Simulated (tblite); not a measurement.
Compound: C6H11O2 (doublet state).
Z-matrix (Å and degrees, GFN2-xTB geometry), rows numbered from 1:
```
C 
C   1  1.4895
C   2  1.4143  1  119.70
O   3  1.2353  2  123.56  1     1.71
O   2  1.3389  1  113.77  3  -178.43
C   5  1.4271  2  122.50  1  -177.84
C   6  1.5251  5  105.87  2  -161.93
C   6  1.5278  5  110.51  2    77.38
H   1  1.0890  2  110.52  3  -130.35
H   1  1.0865  2  108.59  3    -9.04
H   1  1.0908  2  110.42  3   110.76
H   3  1.1032  2  117.13  1  -177.90
H   6  1.0978  5  109.59  2   -44.06
H   7  1.0866  6  110.11  5    58.95
H   7  1.0867  6  109.79  5   -60.61
H   7  1.0859  6  110.02  5   179.16
H   8  1.0872  6  109.77  5    59.85
H   8  1.0862  6  109.78  5   179.63
H   8  1.0871  6  110.77  5   -60.01
```

All values are computed: GFN2-xTB (tblite) harmonic vibrations without scaling, gas phase. Errors from tens to a few hundred cm⁻¹ against measured bands are possible. One conformer, not necessarily the lowest. Open shells enter through the occupations alone, without spin polarisation, and single modes of such species can be off by tens of per cent.

Harmonic wavenumbers (cm⁻¹): 59.4, 67.7, 87.1, 158.9, 170.1, 215.6, 235.1, 257.8, 318.2, 354.6, 381.9, 452.4, 476.6, 642.7, 820.7, 850.7, 899.8, 942.3, 950.2, 972.5, 993.2, 1023.9, 1132.3, 1148.4, 1172.4, 1264.5, 1294.3, 1312.6, 1366.1, 1382.4, 1395.3, 1407.4, 1425.2, 1435.2, 1460.2, 1471.3, 1481.3, 1484.1, 1495.8, 1591.8, 2799.8, 2895.9, 2983.2, 3012.9, 3043.4, 3048.3, 3050.8, 3052.5, 3053.1, 3056.2, 3057.6.

A = 3558, B = 1206, C = 1019 MHz; mass 115.076 u (most abundant isotopes); point group C1, symmetry number 1; spin multiplicity 2.

Zero-point energy?

Half the sum of the wavenumbers: 34553 cm⁻¹ = 98.79 kcal/mol.

Entropy at 500 K, 1 bar (ideal gas, RRHO, classical rotation)?

Translation 42.73, rotation 30.23, vibration 49.12, spin (R ln 2) 1.38: S = 123.5 cal/(mol K).

And Cp and H(500 K) − H(0)?

Cp = 54.56 cal/(mol K), of which vibrations give 46.61 (their classical limit is 51 R = 101.3); H(500 K) − H(0) = 16.34 kcal/mol without the zero-point energy, 12.37 from vibrations.

Which modes carry the vibrational entropy at 500 K?

59.4 cm⁻¹: 5.50; 67.7 cm⁻¹: 5.24; 87.1 cm⁻¹: 4.74; 158.9 cm⁻¹: 3.56; 170.1 cm⁻¹: 3.43; 215.6 cm⁻¹: 2.97 cal/(mol K); the other 45 give 23.68 together.

What must be added to the electronic energy to get the Gibbs energy at 500 K and 1 bar?

ZPE + [H(500 K) − H(0)] − T·S = 98.79 + 16.34 − 61.73 = 53.40 kcal/mol.

Hindered rotation and anharmonicity are outside this model. Other conformers, if any are populated, would add a mixing term that is left out. The structure is chiral; the term R ln 2 for an equal mix with its mirror image is left out.

Hardware: an Arm Neoverse N1 with one thread, shared host. Cost: 0.91 s of wall time. This covers the Hessian and the dipole derivatives.
